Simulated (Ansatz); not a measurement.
C3H12BN (`C[B-](C)(C)[NH3+]`) at its PBE0-D4/def2-TZVP geometry, where that method's forces vanish. Charge 0, multiplicity 1.

```xyz
17

C     0.1337    1.5352   -0.5755
B    -0.0176    0.0649    0.0780
C    -1.5185   -0.2832    0.5656
C     1.1229   -0.2878    1.1672
N     0.2689   -0.9898   -1.1880
H    -0.5901    1.7351   -1.3773
H    -0.0391    2.3030    0.1858
H     1.1344    1.7326   -0.9835
H    -1.6338   -1.3141    0.9271
H    -2.2796   -0.1232   -0.2103
H    -1.7999    0.3638    1.4028
H     1.0660   -1.3184    1.5432
H     1.0170    0.3599    2.0436
H     2.1454   -0.1321    0.7971
H    -0.4058   -0.8455   -1.9332
H     1.1997   -0.8473   -1.5684
H     0.1965   -1.9530   -0.8742
```

(1) What forces (eV/Å) does PBE-D4/def2-TZVPP give on these atoms in Ansatz? (Estimate.)

## Answers

(1) The calculation gave: 
```
C1  -0.006 -0.092  0.026
B2  -0.004  0.013  0.015
C3   0.087  0.011 -0.038
C4  -0.062  0.011 -0.072
N5  -0.046  0.168  0.202
H6  -0.138  0.047 -0.155
H7  -0.031  0.149  0.138
H8   0.191  0.047 -0.080
H9  -0.031 -0.197  0.073
H10 -0.154  0.030 -0.144
H11 -0.060  0.118  0.157
H12 -0.005 -0.197  0.079
H13 -0.014  0.118  0.168
H14  0.201  0.029 -0.063
H15 -0.224  0.039 -0.261
H16  0.315  0.039 -0.139
H17 -0.022 -0.332  0.094
```
